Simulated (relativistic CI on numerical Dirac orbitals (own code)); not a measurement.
**Forbidden lines of Eu⁵⁵⁺**

Computed by Dirac-Coulomb-Breit CI, separate exchange-only KLI orbitals for each configuration, model QED (radiative potential, 1s self-energy scaled to tabulated hydrogen-like ionisation energies), unscaled Slater integrals (own radial code, finite nucleus).

Configurations in the expansion (outside the closed core 1s2): 2s2 2p4, 2s 2p5, 2p6, 2p5 3s, 2p5 3p, 2p5 3d, 2s2 2p3 3s, 2s2 2p3 3p, 2s2 2p3 3d, 2s 2p4 3s, 2s 2p4 3p, 2s 2p4 3d, 2s2 2p3 4s, 2s2 2p3 4p, 2s2 2p3 4d, 2s2 2p3 4f, 2s 2p4 4s, 2s2 2p2 3s2, 2s 2p4 4p, 2s 2p4 4d, 2s 2p4 4f, 2s2 2p2 3s 3p, 2s2 2p3 5s, 2s2 2p3 5p, 2s2 2p2 3s 3d, 2s2 2p2 3p2, 2s2 2p3 5d, 2s2 2p3 5f, 2s2 2p3 5g, 2s2 2p2 3p 3d, 2s 2p3 3s2, 2s2 2p2 3d2, 2s 2p3 3s 3p, 2s 2p3 3s 3d, 2s 2p3 3p2, 2s 2p4 5s. Levels of other configurations are missing.

```csv
λ vac (Å),Lower,Upper,Type,A (s⁻¹),log gf
1.6183,2s 2p5 3P°_2 [5],2p5 3d 3D°_3 [211],E2,1.76e+12,-2.32
1.6193,2s2 2p4 3P_1 [3],2s 2p4 3d 3F_3 [189],E2,2.66e+12,-2.14
1.6200,2s2 2p4 1D_2 [4],2s 2p4 3d 1F_3 [192],E2,1.98e+12,-2.26
1.6207,2s2 2p4 1D_2 [4],2s 2p4 3d 3F_4 [191],E2,2.41e+12,-2.07
1.6208,2s2 2p4 3P_2 [1],2s 2p4 3d 3F_4 [112],E2,2.94e+12,-1.98
1.6214,2s 2p5 3P°_2 [5],2p5 3d 3F°_4 [209],E2,2.97e+12,-1.98
1.6245,2s2 2p4 3P_0 [7],2s 2p4 3d 1D_2 [243],E2,4.68e+12,-2.03
1.6281,2s2 2p4 1S_0 [2],2s 2p4 3d 1D_2 [114],E2,3.68e+12,-2.14
1.6291,2s 2p5 3P°_2 [5],2p5 3d 3D°_2 [206],E2,2.25e+12,-2.35
1.6295,2s2 2p4 3P_1 [3],2s 2p4 3d 3D_1 [176],E2,4.12e+12,-2.31
1.6297,2s2 2p4 3P_2 [1],2s 2p4 3d 3D_1 [108],E2,2.13e+12,-2.59
1.6304,2s 2p5 3P°_0 [8],2p5 3d 3F°_2 [253],E2,1.20e+12,-2.62
1.6304,2s 2p5 3P°_2 [5],2p5 3d 3F°_3 [205],E2,1.20e+12,-2.47
1.6307,2s2 2p4 1D_2 [4],2s 2p4 3d 1F_3 [181],E2,2.49e+12,-2.16
1.6308,2s 2p5 3P°_2 [5],2p5 3d 3P°_1 [204],E2,2.94e+12,-2.45
1.6322,2s2 2p4 1D_2 [4],2s 2p4 3d 3F_4 [179],E2,1.67e+12,-2.22
1.6327,2s 2p5 1P°_1 [6],2p5 3d 3D°_3 [211],E2,1.19e+12,-2.48
1.6345,2s 2p5 1P°_1 [6],2p5 3d 1D°_2 [210],E2,2.21e+12,-2.35
1.6363,2s2 2p4 3P_1 [3],2s 2p4 3d 3F_3 [173],E2,1.38e+12,-2.41
1.6380,2s 2p5 3P°_1 [9],2p5 3d 3F°_2 [253],E2,1.73e+12,-2.46
1.6406,2s2 2p4 3P_2 [1],2s 2p4 3d 3F_4 [98],E2,1.47e+12,-2.27
1.6435,2s2 2p4 1D_2 [4],2s 2p4 3d 5D_4 [168],E2,1.21e+12,-2.35
1.6447,2s2 2p4 1D_2 [4],2s 2p4 3d 3G_4 [166],E2,6.89e+11,-2.60
1.6450,2s 2p5 1P°_1 [6],2p5 3d 3F°_3 [205],E2,1.71e+12,-2.31
1.6496,2s2 2p4 3P_2 [1],2s 2p4 3d 3F_4 [95],E2,1.50e+12,-2.26
1.6506,2s2 2p4 3P_2 [1],2s 2p4 3d 5D_3 [93],E2,6.27e+11,-2.75
1.7333,2s2 2p4 3P_2 [1],2s2 2p3 3p 3F_4 [45],E2,4.54e+11,-2.74
1.7390,2s 2p5 3P°_2 [5],2s 2p4 3p 3F°_4 [150],E2,4.85e+11,-2.70
1.9724,2s2 2p4 3P_2 [1],2s2 2p3 3p 3D_2 [14],E2,6.56e+11,-2.72
1.9765,2s2 2p4 1D_2 [4],2s2 2p3 3p 3F_3 [35],E2,5.57e+11,-2.64
```

Terms are leading LS components. Brackets give the number of a level in order of energy, since labels repeat. The list gives strong lines, with weight on those to low levels, among the lowest 400 of 1493 levels, so that lines to higher ones, which can be the strongest, are missing. Levels whose partners in the same complex of configurations lie outside the list can be far off, and so can their lines. Rates are taken at the computed energies, electric ones in the length gauge.

At this charge energies of transitions that change n are usually good to better than 1 %, and those within a shell (Δn = 0) to a few per cent.

LS names give the leading component of a level, which can be under half, so a name can repeat, a term be missing and a line seem to break the LS rules.
